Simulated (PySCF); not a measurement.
## Shapes and spin states of IrF4

All numbers come from PySCF, PBE0, basis Ir def2-SVP with ECP60, F def2-SVP (scalar-relativistic core potentials, no spin–orbit coupling, density fitting).

Relaxations began from a few typed shapes and spin states; open shells are unrestricted. The search is not exhaustive: other isomers or separated fragments can lie lower, and high-lying points may rest on an excited occupation.

(1) Which is the lowest minimum found?
A. broken-symmetry Ms = 1/2 (⟨S²⟩ 1.76) D4h: Ir–F 1.838 Å (×4); F–Ir–F 90.0° (×4), F–Ir–F 180.0° (×2)
B. sextet Td: Ir–F 1.926 Å (×4); F–Ir–F 109.5° (×6)
C. sextet D4h: Ir–F 1.949 Å (×4); F–Ir–F 90.0° (×4), F–Ir–F 180.0° (×2)
D. sextet D2d: Ir–F 1.926 Å (×4); F–Ir–F 109.5° (×6)
E. quartet D4h: Ir–F 1.838 Å (×4); F–Ir–F 90.0° (×4), F–Ir–F 180.0° (×2)
F. broken-symmetry Ms = 1/2 (⟨S²⟩ 1.76) D4h: Ir–F 1.838 Å (×4); F–Ir–F 90.0° (×4), F–Ir–F 180.0° (×2)
G. quartet D2d: Ir–F 1.877 Å (×4); F–Ir–F 91.8° (×4), F–Ir–F 159.6° (×2)

Answers

(1) E. The others lie at 59.3 (broken-symmetry Ms = 1/2 D4h), 62.3 (broken-symmetry Ms = 1/2 D4h), 162.0 (quartet D2d), 257.4 (sextet D2d), 257.4 (sextet Td), 405.9 (sextet D4h, a saddle point) kJ/mol above it.

Formally Ir is in oxidation state +4, d5, with 3 unpaired electrons (the high-spin count would be 5). The Mulliken spin on Ir is 2.16. The polar-tensor charge on Ir, 2.15, is far below the formal one.

For the lowest minimum: other spin states or occupations of the open shell can lie lower. No spin–orbit coupling is included, which matters more the heavier the element.

The electron or spin density has lower symmetry than the nuclear frame for the broken-symmetry Ms = 1/2 (⟨S²⟩ 1.76) D4h at 59.3 kJ/mol.
